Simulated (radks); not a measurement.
Kinetic energies: the exact non-interacting value of the Kohn-Sham orbitals and orbital-free approximations, in hartree. Species: Sb [Kr] 4d10 5s2 5p3; Mn+ [Ar] 3d5 4s1; Ca+ [Ar] 4s1. Method: non-relativistic Kohn-Sham, exchange-only PBE, spin-polarised, spherical densities, point nucleus; computed with a radial shooting solver on a logarithmic mesh with Libxc functionals. Every spin shell is full or empty, so the densities are truly spherical. Functionals are evaluated on that one density, not self-consistently.

functional           Sb      Mn+      Ca+
exact           6312.75  1149.48  676.377
Thomas-Fermi     5980.8   1073.4   629.40
TF + vW          8586.9   1679.7   1012.8
TF + vW/9        6270.4   1140.7   672.00
LC94             6317.3   1149.4   676.95
APBEK            6320.6   1150.5   677.74
Perdew 92        6270.9   1140.9   672.09
Thakkar          6276.5   1145.1   674.98
Pearson          6255.5   1134.2   666.86
LKT              7514.8   1442.2   865.42
PG1              7256.7   1382.9   828.21
DePristo-Kress   6306.9   1148.6   676.50
Ernzerhof        6287.7   1146.0   675.57
